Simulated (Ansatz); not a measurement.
C4H2F4, SMILES `FC(F)C#CC(F)F`. The species carries charge 0 and has multiplicity 1. Geometry: relaxed with PBE0-D4/def2-TZVP.

```xyz
10

F    -1.945    1.769    1.065
C    -1.555    0.488    1.259
F    -1.178    0.360    2.552
C    -0.440    0.159    0.373
C     0.440   -0.156   -0.375
C     1.554   -0.487   -1.260
F     1.964   -1.757   -1.041
F     1.169   -0.392   -2.553
H    -2.417   -0.164    1.086
H     2.408    0.181   -1.106
```

**Question.** What is the dipole moment at ωB97M-V/def2-TZVPP? (An estimate is asked.)

**Answer.** Computed: 0.04 D, zero by symmetry or nearly so.

**Question.** Give the Mulliken charges with ωB97M-V, PBE, B3LYP in def2-TZVPP. (An estimate is asked.)

**Answer.** The calculation gave: 
```
atom  ωB97M-V    PBE  B3LYP
  F1    -0.17  -0.14  -0.18
  C2     0.26   0.20   0.29
  F3    -0.17  -0.14  -0.18
  C4    -0.03  -0.01  -0.02
  C5    -0.03  -0.01  -0.02
  C6     0.26   0.20   0.29
  F7    -0.17  -0.14  -0.18
  F8    -0.17  -0.14  -0.18
  H9     0.11   0.09   0.10
 H10     0.11   0.09   0.10
```

B3LYP here is the variant with VWN-RPA as its local correlation; programs differ in this.
